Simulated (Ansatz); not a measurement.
Propane + `OBO` → `CCOBO` + CH₄  (substitution at a C–C bond)

Calculated with Ansatz (gas phase, PBE0-D4/def2-TZVP geometries, no zero-point term in ΔE). CCSD(T)/CBS is the MP2 limit (def2-TZVPP, def2-QZVPP) plus CCSD(T) − MP2 in def2-TZVPP, frozen cores. This one scheme is used for every species. One conformer a species, not always the lowest.

| species | HF/CBS(def2) energy (Eh) |
| --- | --- |
| `CCC` | -118.31736 |
| `OBO` | -176.35542 |
| `CCOBO` | -254.44578 |
| CH₄ | -40.21695 |

Work out ΔE.

ΔE = (-254.44578) + (-40.21695) − (-118.31736) − (-176.35542) = 0.01005 Eh = +26.4 kJ/mol. CCSD(T)/CBS gives +33.0 kJ/mol.

Largest T1 diagnostic among the species: 0.013.

In def2-TZVPP, CCSD(T) changes the Hartree–Fock value by +4.8 kJ/mol (the triples alone add −0.7 kJ/mol) and MP2 by +9.3 kJ/mol.
